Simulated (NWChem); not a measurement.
System: C$_{3}$H$_{6}$O$_{2}$; SMILES C1COCO1

The following NWChem deck was run.

```
start job
memory heap 200 mb stack 900 mb global 1100 mb
geometry units angstroms noautosym nocenter noautoz
  C      0.737894     0.194709    -0.945665
  C     -0.737894    -0.194709    -0.945665
  O     -1.138542     0.153952     0.377037
  C      0.000000     0.000000     1.207317
  O      1.138542    -0.153952     0.377037
  H      0.866059     1.272311    -1.129655
  H      1.354266    -0.369943    -1.650257
  H     -0.866059    -1.272311    -1.129655
  H     -1.354266     0.369943    -1.650257
  H      0.078018     0.896772     1.839234
  H     -0.078018    -0.896772     1.839234
end
basis spherical
  * library 6-31g*
end
dft
  xc b3lyp
  iterations 150
end
property
  shielding 6 1 3 4 6 7 10
end
task dft property
```

The geometry was optimised at B3LYP/6-31G* (spherical d).

GIAO values for the isolated, static molecule; σ is the absolute isotropic shielding, δ = σ(reference) − σ with the isolated reference molecule computed at the same levels (13C: tetramethylsilane, 1H: tetramethylsilane, 17O: water).

Atoms are numbered as in the input.

Problem. Give the results of this calculation. (B3LYP/6-31G* (spherical d), GIAO.) Quantities: δ C1 (ppm); δ O3 (ppm); δ C4 (ppm); δ H6 (ppm); δ H7 (ppm); δ H10 (ppm).

Solution. 
```json
{
  "δ C1 (ppm)": "64.3",
  "δ O3 (ppm)": "50.2",
  "δ C4 (ppm)": "93.8",
  "δ H6 (ppm)": "3.49",
  "δ H7 (ppm)": "3.74",
  "δ H10 (ppm)": "5.11"
}
```
